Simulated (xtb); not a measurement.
FH2InSe2, SMILES [F][In]([SeH])[SeH]. All values are semi-empirical tight-binding results from xtb (GFN2-xTB unless named), good for trends rather than for accurate numbers. The structure is a stationary point at GFN2-xTB. The structure was generated by enumeration; whether it is a known compound was not checked. One conformer was computed; it need not be the lowest.

Optimised geometry:

Bond lengths (Å): In1–F2 1.996, In1–Se3 2.538, In1–Se5 2.538, Se3–H4 1.438, Se5–H6 1.449. Angles (°): F2–In1–Se3 107.6, F2–In1–Se5 117.1, Se3–In1–Se5 135.3, In1–Se3–H4 88.6, In1–Se5–H6 89.4.

For metal compounds this method's bond lengths and energies can be far off.

```yaml
point_group_as_xtb_finds_it: Cs
orbital_gap: 2.09 eV
zero_point_energy: 9.0 kcal/mol
G − E(el) at 298.15 K (modified RRHO): -14.1 kcal/mol
```

Task: Give the atomic charges and the Wiberg bond orders between heavy atoms. (Estimate from the structure and the level; the computed values follow.)

Result: charges (e) In1 0.27, F2 -0.36, Se3 -0.14, H4 0.18, Se5 -0.10, H6 0.15. Bond orders In1–F2 0.93, In1–Se3 0.87, In1–Se5 0.89, Se3–Se5 0.35.
